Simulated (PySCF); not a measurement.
**Molecular orbitals of AlGa**

UHF at R = 2.717 Å; Al pcseg-1, Ga pcseg-1; no relativity (PySCF 2.14). State: ³Π (triplet), unpaired electrons σ ↑, π ↑. Only the outer orbitals are listed, counted within each symmetry.

```csv
spin,orbital,occ.,ε (eV),on Al (%),main shells (%)
α,10σ,1,-14.57,29,"63 Ga s, 28 Al s"
α,11σ,1,-10.63,58,"52 Al s, 32 Ga s, 10 Ga p"
α,12σ,1,-6.67,48,"48 Ga p, 40 Al p, 8 Al s"
α,5π,1,-5.90,45,"52 Ga p, 45 Al p"
α,5π,0,-0.35,57,"57 Al p, 42 Ga p"
α,6π,0,0.71,52,"52 Al p, 48 Ga p"
α,6π,0,1.61,42,"57 Ga p, 42 Al p"
β,10σ,1,-12.27,35,"62 Ga s, 33 Al s"
β,11σ,1,-8.54,61,"62 Al s, 38 Ga s"
β,5π,0,0.02,58,"58 Al p, 42 Ga p"
β,5π,0,0.62,63,"63 Al p, 36 Ga p"
β,12σ,0,0.74,49,"47 Ga p, 42 Al p"
```

Question: Which are the highest filled and the lowest empty level, where do they sit, and how wide is the gap?

Answer: Highest filled α 5π at -5.90 eV (in %: 52 Ga p, 45 Al p); lowest empty α 5π at -0.35 eV (in %: 57 Al p, 42 Ga p); the gap at UHF is 5.55 eV. Both belong to one degenerate shell, split only by its one-sided filling, so this is no excitation gap.

```json
{
  "bond order (Mayer)": "0.99",
  "⟨S²⟩": "2.030",
  "charge on Al (Mulliken, basis-dependent)": "0.23",
  "charge on Al (Löwdin, basis-dependent)": "0.10",
  "dipole moment (positive dipole means Al(−)Ga(+))": "-0.23 D",
  "polarisability along the bond": "217.3 bohr³",
  "polarisability across the bond": "73.0 bohr³"
}
```

Spin–orbit coupling is left out. The state was picked by a PBE0 search and need not be the measured ground state.
